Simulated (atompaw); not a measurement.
**titanium (Ti): one change to a PAW (atompaw) potential, before and after**

titanium, PAW, made with atompaw 4.2.0.5 (PBEsol, scalar-relativistic). Core [Ar], reference 3d2 4s1.5 4p0.5. Waves: 4s (bound): rc 2.35 bohr; 4s channel at 0.1 Ry: rc 2.35 bohr; 4p (bound): rc 1.30 bohr; 4p channel at 0.25 Ry: rc 1.30 bohr; 3d (bound): rc 1.45 bohr; 3d channel at 4.1 Ry: rc 2.35 bohr. Local part: bessel scheme, radius 2.00 bohr. Core correction: smooth core density matched at 1.35 bohr. Augmentation charge: besselshape compensation charge, radius 1.75 bohr; PAW radius 2.35 bohr; waves and projectors: custom polynom vanderbiltortho.

Change: all radii scaled by about 0.80 (s 1.86, p 1.04, d 1.16 bohr); local potential bessel scheme, radius 1.58 bohr; augmentation besselshape compensation charge, radius 1.38 bohr; PAW radius 1.86 bohr; waves and projectors: custom polynom vanderbiltortho; core correction smooth core density matched at 1.08 bohr.

Cutoffs: the cutoffs (Ry, on a coarse ladder) from which the occupation-weighted sum of valence levels, in a spherical-Bessel basis at the reference potential, stays within 10 and 1 mRy of its value at 400 Ry; they do not see the model core or the augmentation charge, which bear on the density cutoff.

Problem. What does the change do?

Solution. The potential gets harder (40 Ry and 70 Ry → 60 Ry and 110 Ry); both files keep a bound ghost (p, s). A smaller radius makes the pseudo-wave follow the all-electron one further in, where it bends more sharply, so more plane waves are needed.

```csv
quantity,base,changed
"cutoff, loose",40 Ry,60 Ry
"cutoff, tight",70 Ry,110 Ry
loose cutoff by channel (10 mRy a level),"s 8 Ry, p 21 Ry, d 40 Ry","s 10 Ry, p 21 Ry, d 55 Ry"
bound ghosts,"s, p","s, p"
lowest overlap eigenvalue by channel,"s 0.47, p 0.99, d 0.66","s 0.84, p 0.89, d 0.64"
```

Base: The 4p radius (1.30 bohr) lies inside the outermost node of the all-electron wave (1.39 bohr), which a nodeless pseudo-wave cannot match soundly. Changed file: The 4p radius (1.04 bohr) lies inside the outermost node of the all-electron wave (1.39 bohr), which a nodeless pseudo-wave cannot match soundly. A true bound ghost makes a file unfit for plane-wave use even where its test errors are small: the radial tests pick states by their node count and pass the ghost by. The cutoffs see the waves, projectors and local potential, not the compensation charge or the core.
